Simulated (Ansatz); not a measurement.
Relaxation of Cl2H4OW (8 atoms, charge 0, multiplicity 1), to a largest force component of 0.03 eV/Å in at most 50 steps.

Theory: RKS B3LYP-D4/def2-SVP (Ansatz 0.2.0).

```xyz
8
Properties=species:S:1:pos:R:3
W -0.011 0.575 -0.629
Cl 0.948 -0.090 2.772
H 1.029 -0.865 1.686
Cl 0.125 2.598 0.376
H -0.971 -0.462 0.282
H 1.215 -0.479 -0.143
O -0.273 -0.008 -2.338
H -0.313 0.194 -3.282
```

Q: Where does it end, and by what steps?

A: The run converged. After 19 steps the energy has fallen by 0.100 eV; Cl2 moved furthest, 0.88 Å.

```csv
step,energy less start (eV),largest force component (eV/Å),accepted
0,0.0000,0.757,yes
1,-0.0125,1.123,yes
2,-0.0506,0.313,yes
3,-0.0593,0.340,yes
4,-0.0599,0.334,yes
5,-0.0755,0.150,yes
6,-0.0799,0.342,yes
7,-0.0843,0.259,yes
8,-0.0867,0.208,yes
9,-0.0907,0.277,yes
10,-0.0932,0.178,yes
11,-0.0955,0.138,yes
12,-0.0974,0.086,yes
13,-0.0982,0.092,yes
14,-0.0986,0.078,yes
15,-0.0991,0.072,yes
16,-0.0987,0.131,no
17,-0.1000,0.030,yes
18,-0.1002,0.075,yes
19,-0.1002,0.023,yes
```

```xyz
8
Properties=species:S:1:pos:R:3
W 0.035 0.803 -0.687
Cl 0.987 -0.965 2.707
H 0.673 -0.674 1.468
Cl 0.071 2.797 0.379
H -0.975 -0.047 0.354
H 1.535 0.211 -0.210
O -0.196 -0.222 -2.183
H -0.380 -0.442 -3.104
```

Whether the end is a true minimum wasn't checked by a vibrational analysis.

Time of the run: 2.1 min on 2 threads of Intel(R) Xeon(R) Platinum 8175M CPU @ 2.50GHz (Skylake/Cascade Lake) (shared host), peak memory 0.25 GiB.
